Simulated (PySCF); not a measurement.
## Low-lying terms of S⁶⁺ (sulfur, charge +6)

Ground state [Ne], ¹S. Calculation: PySCF 2.14, in x2c-SVPall with two added diffuse shells each of s, p type (6s5p1d, 26 functions); scalar relativity by spin-free X2C-1e. Vertical excitation energies in eV without spin-orbit coupling; excited terms of each kind are numbered among those the solver found. Frozen: 1s2.

| term | leading excitation | EOM-EE-CCSD |
| --- | --- | --- |
| 1 3P° | 2p → s | 172.75 |
| 1 1P° | 2p → s | 173.87 |
| 1 3S | 2p → p | 184.35 |
| 1 3D | 2p → p | 186.29 |
| 1 1D | 2p → p | 186.99 |
| 1 1P | 2p → p | 187.32 |
| 1 3P | 2p → p | 187.32 |
| 1 1S | 2p → p | 193.66 |
| 2 3P° | 2p → d | 213.04 |
| 1 3F° | 2p → d | 213.49 |
| 1 1F° | 2p → d | 213.57 |
| 2 1P° | 2p → d | 213.69 |
| 2 3S | 2p → p | 231.90 |
| 2 1D | 2p → p | 232.88 |

The solver can miss terms.
